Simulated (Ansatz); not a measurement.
Basis-set extrapolation for CH4F2Si, SMILES `FC(F)[SiH3]` (PBE0-D4/def2-TZVP geometry, frozen core, Ansatz 0.2.0). Multiplicity 1, RHF reference.

|  | def2-TZVPP | def2-QZVPP |
| --- | --- | --- |
| HF | -528.102716 | -528.122331 |
| MP2 correlation | -0.790508 | -0.859761 |
| CCSD(T) correlation | -0.847801 | not run |

Energies in hartree. Use E(X) = E(∞) + A·exp(−7.88·√X) for Hartree–Fock and E(X) = E(∞) + B·X^(−2.97) for correlation, with X = 3 and 4, and add CCSD(T) minus MP2 of the smaller set to the MP2 limit.

**Question.** What is the CCSD(T) energy at the basis-set limit?

**Answer.** HF limit: -528.122331 + (-0.019615) × 0.13774 = -528.12503. MP2 limit: -0.859761 + (-0.069253) × 0.74074 = -0.91106. Higher-order term: -0.847801 − (-0.790508) = -0.05729. Total: -529.09338 hartree, 89.6 kcal/mol below CCSD(T)/def2-TZVPP.
